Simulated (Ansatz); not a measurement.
CH3 (SMILES [CH3]), charge 0, multiplicity 2, relaxed at each level with Ansatz (a program for electronic structure); harmonic frequencies from differences of analytic forces, average atomic masses, frozen cores. Open shells are unrestricted.

```json
[
 {"level": "HF/def2-TZVPP", "C1–H2 (Å)": "1.0709", "C1–H3 (Å)": "1.0709", "C1–H4 (Å)": "1.0709", "H2–C1–H3 (°)": "120.0", "H2–C1–H4 (°)": "120.0", "H3–C1–H4 (°)": "120.0", "dipole (D)": "0.00"},
 {"level": "PBE/def2-TZVPP", "C1–H2 (Å)": "1.0863", "C1–H3 (Å)": "1.0863", "C1–H4 (Å)": "1.0863", "H2–C1–H3 (°)": "120.0", "H2–C1–H4 (°)": "120.0", "H3–C1–H4 (°)": "120.0", "dipole (D)": "0.00"},
 {"level": "r2SCAN/def2-TZVPP", "C1–H2 (Å)": "1.0789", "C1–H3 (Å)": "1.0789", "C1–H4 (Å)": "1.0789", "H2–C1–H3 (°)": "120.0", "H2–C1–H4 (°)": "120.0", "H3–C1–H4 (°)": "120.0", "dipole (D)": "0.00"},
 {"level": "B3LYP/def2-TZVPP", "C1–H2 (Å)": "1.0782", "C1–H3 (Å)": "1.0782", "C1–H4 (Å)": "1.0782", "H2–C1–H3 (°)": "120.0", "H2–C1–H4 (°)": "120.0", "H3–C1–H4 (°)": "120.0", "dipole (D)": "0.00"},
 {"level": "PBE0/def2-TZVPP", "C1–H2 (Å)": "1.0794", "C1–H3 (Å)": "1.0794", "C1–H4 (Å)": "1.0794", "H2–C1–H3 (°)": "120.0", "H2–C1–H4 (°)": "120.0", "H3–C1–H4 (°)": "120.0", "dipole (D)": "0.00"},
 {"level": "wB97X-V/def2-TZVPP", "C1–H2 (Å)": "1.0807", "C1–H3 (Å)": "1.0807", "C1–H4 (Å)": "1.0807", "H2–C1–H3 (°)": "120.0", "H2–C1–H4 (°)": "120.0", "H3–C1–H4 (°)": "120.0", "dipole (D)": "0.00"},
 {"level": "MP2/cc-pVTZ", "C1–H2 (Å)": "1.0744", "C1–H3 (Å)": "1.0744", "C1–H4 (Å)": "1.0744", "H2–C1–H3 (°)": "120.0", "H2–C1–H4 (°)": "120.0", "H3–C1–H4 (°)": "120.0", "dipole (D)": "0.00"},
 {"level": "CCSD(T)/cc-pVDZ", "C1–H2 (Å)": "1.0946", "C1–H3 (Å)": "1.0946", "C1–H4 (Å)": "1.0946", "H2–C1–H3 (°)": "120.0", "H2–C1–H4 (°)": "120.0", "H3–C1–H4 (°)": "120.0", "dipole (D)": "0.00"},
 {"level": "CCSD(T)/cc-pVTZ", "C1–H2 (Å)": "1.0788", "C1–H3 (Å)": "1.0788", "C1–H4 (Å)": "1.0788", "H2–C1–H3 (°)": "120.0", "H2–C1–H4 (°)": "120.0", "H3–C1–H4 (°)": "120.0", "dipole (D)": "0.00"}
]
```

Measured: bond lengths of mixed type (r0, rs, rg or re) CH 1.079 Å [NIST CCCBDB].
